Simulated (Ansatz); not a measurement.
Consider the cleavage of the Si–B bond: `BC(C)B[SiH3]` + `OB(S)S` → `[SiH3]OB(S)S` + `BC(B)C`.

Isolated molecules relaxed with PBE0-D4/def2-TZVP in Ansatz; ΔE leaves out vibrations. CCSD(T)/CBS is the MP2 limit (def2-TZVPP, def2-QZVPP) plus CCSD(T) − MP2 in def2-TZVPP, frozen cores. This one scheme is used for every species. Functionals use def2-TZVPP. B3LYP here is the variant with VWN-RPA as its local correlation; programs differ in this. Each species was taken in one conformer, which may not be the lowest.

`BC(C)B[SiH3]`:

Cartesian coordinates in Å:
```
B -0.845 1.272 0.554
C 0.255 0.178 0.664
C 0.634 -0.300 2.057
B -0.077 -0.841 -0.441
Si -0.053 -0.414 -2.410
H -1.339 1.725 1.548
H -1.167 1.716 -0.510
H 1.009 0.874 0.220
H 1.574 -0.858 2.052
H -0.136 -0.969 2.447
H 0.739 0.529 2.760
H -0.427 -1.943 -0.109
H 0.517 0.928 -2.722
H 0.752 -1.434 -3.144
H -1.437 -0.464 -2.965
```

`OB(S)S`:

Z-matrix (Å, degrees):
```
B
S 1 1.821
S 1 1.810 2 120.2
O 1 1.357 2 120.4 3 -180.0
H 2 1.341 1 97.0 3 0.0
H 3 1.343 1 95.3 2 -180.0
H 4 0.960 1 114.7 2 -0.0
```

`[SiH3]OB(S)S`:

```xyz
10

Si   -1.766   -0.267    0.383
O    -0.346   -0.198   -0.460
B     0.943    0.138   -0.232
S     1.465    0.725    1.412
S     2.174    0.010   -1.558
H    -1.586    0.286    1.749
H    -2.187   -1.685    0.457
H    -2.770    0.526   -0.364
H     2.758    0.903    1.101
H     1.315   -0.438   -2.488
```

`BC(B)C`:

Z-matrix (Å, degrees):
```
C
B 1 1.549
C 1 1.523 2 117.9
B 1 1.549 2 106.4 3 135.1
H 1 1.113 2 98.9 3 -122.8
H 2 1.197 1 120.3 3 168.9
H 2 1.199 1 120.5 3 -11.2
H 3 1.093 1 112.0 2 -175.6
H 3 1.092 1 110.2 2 65.0
H 3 1.093 1 112.0 2 -54.4
H 4 1.199 1 120.5 2 -123.9
H 4 1.197 1 120.4 2 56.0
```

Question: Is it downhill or uphill in electronic energy at CCSD(T)/CBS, and by how much? (Estimate.)

Answer: The calculation gave: Downhill: ΔE = -104.5 kJ/mol.

Question: What do these levels give: PBE0-D4, B3LYP-D4, ωB97M-V, PBE0, HF/def2-TZVPP, MP2/def2-TZVPP, SCS-MP2/def2-TZVPP, CCSD/def2-TZVPP, HF/def2-QZVPP, HF/CBS(def2), MP2/CBS(def2), CCSD/CBS(def2)? (Estimate.)

Answer: The calculation gave: PBE0-D4 -87.7, B3LYP-D4 -106.4, ωB97M-V -103.8, PBE0 -87.4, HF/def2-TZVPP -131.9, MP2/def2-TZVPP -111.0, SCS-MP2/def2-TZVPP -115.5, CCSD/def2-TZVPP -106.5, HF/def2-QZVPP -134.1, HF/CBS(def2) -134.4, MP2/CBS(def2) -112.5, CCSD/CBS(def2) -108.0 kJ/mol.

Largest T1 diagnostic among the species: 0.013.

From PBE to PBE0 (25 % exact exchange), in def2-TZVPP and without D4, ΔE moves by −8.2 kJ/mol. In def2-TZVPP, CCSD(T) changes the Hartree–Fock value by +28.9 kJ/mol (the triples alone add +3.5 kJ/mol) and MP2 by +20.9 kJ/mol.
